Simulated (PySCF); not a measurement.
A structure optimised at PBE0-D3(BJ)/def2-SVP, used in a PySCF frequency run:

```xyz
11

C     -0.4438    -0.1252    -1.1606
N     -1.2480     0.2691     0.0000
C     -0.4438    -0.1252     1.1606
Si     1.0537     0.0399     0.0000
H     -0.5517     0.5424    -2.0308
H     -0.5924    -1.1718    -1.5026
H     -2.2168    -0.0440     0.0000
H     -0.5924    -1.1718     1.5026
H     -0.5517     0.5424     2.0308
H      2.1098    -1.0189     0.0000
H      1.7053     1.3826     0.0000
```

Q: Write its SMILES, formula and point group.

A: C1NC[SiH2]1, C₂H₇NSi, Cs

Q: What are its rotational constants (standard atomic weights)?

A: 9.5414, 6.3834, 4.3323 GHz
